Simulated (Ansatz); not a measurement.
**Molecular dynamics of CH$_{5}$Ga**

The input (input.yaml):

```yaml
crystal:
  periodic: [false, false, false]
  atoms:
    - { symbol: Ga, position_ang: [0.460727, 0.011927, 0.962267] }
    - { symbol: H, position_ang: [1.430732, -0.536781, -0.495474] }
    - { symbol: C, position_ang: [-0.777702, 0.443938, -0.391121] }
    - { symbol: H, position_ang: [0.465972, -0.576843, -0.756619] }
    - { symbol: H, position_ang: [0.666766, -0.954119, 2.170576] }
    - { symbol: H, position_ang: [-0.383363, 1.042736, -1.224168] }
    - { symbol: H, position_ang: [-1.863031, 0.569243, -0.265359] }
basis:
  gaussian: { orbitals: def2-SVP }
hamiltonian:
  xc: b3lyp
  dispersion: d4
md:
  timestep: 0.5
  n_steps: 200
  ensemble: nve
  temperature: 100.0
  initial_velocities: maxwell_boltzmann
  seed: 8681
```

Command:

```bash
$ ansatz run input.yaml --threads 1 --pin off --max-ram 2048MiB --backend cpu --events-out ev --progress --plain --runs-dir out
```

It starts at the highest image of a converged band. Of that band: Neighbouring images differ by up to 2.0 eV, so the band resolves the path poorly. A vibrational analysis at the climbing image gives one clearly imaginary mode, 1328i cm⁻¹: a first-order saddle point.

Output, in part (step lines, the closing report, with atoms numbered from 0):

```
md step     0: t =     0.00 fs  T =   100.0 K  F+E_penalty+E_count = -53486.95550999 eV  E_kin = 0.064630 eV  conserved = -53486.89087999 eV  (26 SCF iters)
md step     1: t =     0.50 fs  T =    97.8 K  F+E_penalty+E_count = -53486.95406268 eV  E_kin = 0.063210 eV  conserved = -53486.89085281 eV  (24 SCF iters)
md step     2: t =     1.00 fs  T =    91.8 K  F+E_penalty+E_count = -53486.95009566 eV  E_kin = 0.059307 eV  conserved = -53486.89078854 eV  (24 SCF iters)
md step     3: t =     1.50 fs  T =    83.4 K  F+E_penalty+E_count = -53486.94460856 eV  E_kin = 0.053900 eV  conserved = -53486.89070852 eV  (23 SCF iters)
md step     4: t =     2.00 fs  T =    74.6 K  F+E_penalty+E_count = -53486.93886114 eV  E_kin = 0.048227 eV  conserved = -53486.89063433 eV  (23 SCF iters)
md step     5: t =     2.50 fs  T =    67.2 K  F+E_penalty+E_count = -53486.93402751 eV  E_kin = 0.043444 eV  conserved = -53486.89058351 eV  (23 SCF iters)
md step     6: t =     3.00 fs  T =    62.4 K  F+E_penalty+E_count = -53486.93091514 eV  E_kin = 0.040349 eV  conserved = -53486.89056648 eV  (23 SCF iters)
md step     7: t =     3.50 fs  T =    60.7 K  F+E_penalty+E_count = -53486.92979589 eV  E_kin = 0.039210 eV  conserved = -53486.89058563 eV  (23 SCF iters)
[... lines left out ...]
Total energy: -53487.39370625 eV, -1965.6254636471 hartree
Atom 0 at     0.362933    -0.001378     0.941614 Å, force     0.306265     0.100117     0.127814 eV/Å
Atom 1 at     4.520384    -1.985316    -1.590660 Å, force     0.170547    -0.338196     0.077512 eV/Å
Atom 2 at    -0.870493     0.732615    -0.146567 Å, force    -1.433987     0.417614    -0.285918 eV/Å
Atom 3 at     4.859474    -2.661470    -1.435398 Å, force    -0.172690     0.339610    -0.076703 eV/Å
Atom 4 at     1.826274    -0.054925     1.455300 Å, force     0.001812    -0.166695     0.045425 eV/Å
Atom 5 at    -1.560720     0.152961    -0.810161 Å, force     0.605141     0.181644     0.347480 eV/Å
Atom 6 at    -1.458311     1.573494     0.324387 Å, force     0.522912    -0.534094    -0.235610 eV/Å
Dipole moment:     0.129486    -0.160358     0.202015 e Å
```

The steps, from the saved trajectory:

```tsv
time (fs)	T (K)	potential energy less start (eV)	conserved less start (meV/atom)
0.0	100	0.000	0.00
3.0	62	0.025	0.04
6.0	64	0.023	0.01
9.0	56	0.029	0.04
12.0	74	0.017	0.03
15.0	115	-0.010	0.04
18.0	207	-0.069	0.03
21.0	384	-0.184	-0.02
24.0	523	-0.273	0.05
27.0	719	-0.400	-0.04
30.0	829	-0.471	-0.02
33.0	885	-0.507	0.02
36.0	895	-0.514	0.04
39.0	901	-0.518	-0.02
42.0	863	-0.493	-0.03
45.0	815	-0.462	0.04
48.0	809	-0.458	0.04
51.0	811	-0.460	0.01
54.0	820	-0.465	-0.05
57.0	773	-0.435	0.01
60.0	752	-0.421	0.05
63.0	741	-0.414	0.04
66.0	736	-0.411	-0.02
69.0	743	-0.416	-0.05
72.0	768	-0.431	0.02
75.0	787	-0.444	0.05
78.0	762	-0.427	0.02
81.0	719	-0.400	-0.06
84.0	606	-0.327	-0.03
87.0	538	-0.283	0.04
90.0	547	-0.288	0.08
93.0	633	-0.344	0.01
96.0	720	-0.401	-0.05
99.0	770	-0.433	-0.04
```

All steps were run. The conserved energy stayed within 0.077 meV per atom of its start (net change -0.029 meV per atom), so the integration is sound. The system heated up, since it started high on the potential surface and ran downhill. A run of 0.1 ps of so small a system gives no equilibrium averages. The orbitals stay closed-shell, which can raise the energy where a bond breaks towards radicals; this wasn't checked here.

The step under study would form H2–H4 and break Ga1–H2, C3–H4. These pairs go: H2–H4 1.00 → 0.77 Å, Ga1–H2 1.83 → 5.26 Å, C3–H4 1.65 → 6.78 Å. In the last frame they stand as after the step (other bonds may differ from the relaxed reactants and products). Also parted: Ga1–H4 1.82 → 5.74 Å. It ends as CH3Ga + H2. Pairs count as bonded within 1.25 times the sum of covalent radii (0.12 Å more for H–H).

Last frame:

```xyz
7
Properties=species:S:1:pos:R:3
Ga 0.363 -0.001 0.942
H 4.520 -1.985 -1.591
C -0.871 0.733 -0.147
H 4.859 -2.662 -1.435
H 1.826 -0.055 1.455
H -1.561 0.153 -0.810
H -1.458 1.573 0.324
```

Run time: 12 min on 1 thread of Arm Neoverse N1, with other jobs on the host, peak memory 0.24 GiB.
